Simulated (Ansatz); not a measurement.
`CN[SiH](F)S`, charge 0, multiplicity 1.

Give a relaxed structure at PBE0-D4/def2-TZVP (the Gaussian-basis code of Ansatz). (Best estimate.)

The calculation gave: 
Z-matrix (Å, degrees):
```
C
N 1 1.447
H 1 1.092 2 109.5
H 1 1.094 2 111.1 3 -118.4
H 1 1.096 2 112.9 3 119.9
Si 2 1.694 1 126.8 3 -21.1
H 2 1.008 1 114.5 3 174.3
S 6 2.121 2 111.1 1 48.8
F 6 1.597 2 104.3 1 171.4
H 6 1.482 2 118.2 1 -71.1
H 8 1.345 6 93.8 2 45.4
```
This is one stationary point; other conformers may exist.
